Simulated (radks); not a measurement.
The mean radii <r> (bohr) of the occupied orbitals of an atom or ion are listed with their occupations. Calculated with a radial shooting solver on a logarithmic mesh with Libxc functionals: scalar-relativistic Kohn-Sham, PBE, spin-polarised, spherical densities, finite nucleus; Fermi nuclear charge, rms radius of each element as measured or else 0.836 A^(1/3) + 0.57 fm.

orbital  occ.      <r>
1s up       1  0.05031
1s down     1  0.05030
2s up       1   0.2244
2s down     1   0.2242
2p up       3   0.1964
2p down     3   0.1963
3s up       1   0.5828
3s down     1   0.5852
3p up       3   0.5760

Name the element and its charge. Open shells, if any, are filled with parallel spins first.

Answer. Z = 30, zinc, charge +15: Zn15+ in [Ne] 3s2 3p3. The 1s radius gives Z: for a bare nucleus <r> = (2 gamma + 1)/(2Z) with gamma = sqrt(1 - (Z/c)^2), 0.04919 bohr for Z = 30, and screening makes it slightly larger (0.05031 here). The occupations add up to 15, and the charge is Z minus that.
